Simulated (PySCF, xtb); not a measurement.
HNP, SMILES [NH+]#P, charge +1.

Harmonic wavenumbers (cm⁻¹) from xtb 6.7.1 with GFN2-xTB at its own minimum, in rising order: 625, 625, 1583, 3518.

Q: What does ωB97X-D3(BJ)/def2-TZVPD run with PySCF give at its own minimum? (The exact figures need the calculation; the answer reports its results.)

A: 714, 714, 1504, 3625. Paired by order, the mean absolute difference is 91 cm⁻¹ and the zero-point energies are 9.1 and 9.4 kcal/mol.
